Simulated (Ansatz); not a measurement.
Consider the ligand exchange at the In–C bond: `[CH3][InH][CH2]F` + HCl → `[CH3][InH][Cl]` + `CF`.

Program: Ansatz. Geometries: PBE0-D4/def2-TZVP. ΔE: electronic, gas phase. CCSD(T)/CBS adds triple-zeta CCSD(T) − MP2 to the extrapolated MP2 energy (def2 sets, frozen cores). This one scheme is used for every species. Functionals use def2-TZVPP. B3LYP here is the variant with VWN-RPA as its local correlation; programs differ in this. Elements past krypton have def2 core potentials. For In outer-core shells are correlated without core-valence functions, which leaves a few kJ/mol of doubt a bond. Each species was taken in one conformer, which may not be the lowest.

| species | B3LYP energy (Eh) |
| --- | --- |
| `[CH3][InH][CH2]F` | -369.90945 |
| HCl | -460.83627 |
| `[CH3][InH][Cl]` | -691.00615 |
| `CF` | -139.80812 |

Problem. Work out ΔE.

Solution. ΔE = (-691.00615) + (-139.80812) − (-369.90945) − (-460.83627) = -0.06855 Eh = -180.0 kJ/mol. CCSD(T)/CBS gives -177.8 kJ/mol.

Largest T1 diagnostic among the species: 0.012.

In def2-TZVPP, CCSD(T) changes the Hartree–Fock value by +33.1 kJ/mol (the triples alone add +2.8 kJ/mol) and MP2 by +28.3 kJ/mol. From PBE to PBE0 (25 % exact exchange), in def2-TZVPP and without D4, ΔE moves by −7.9 kJ/mol.
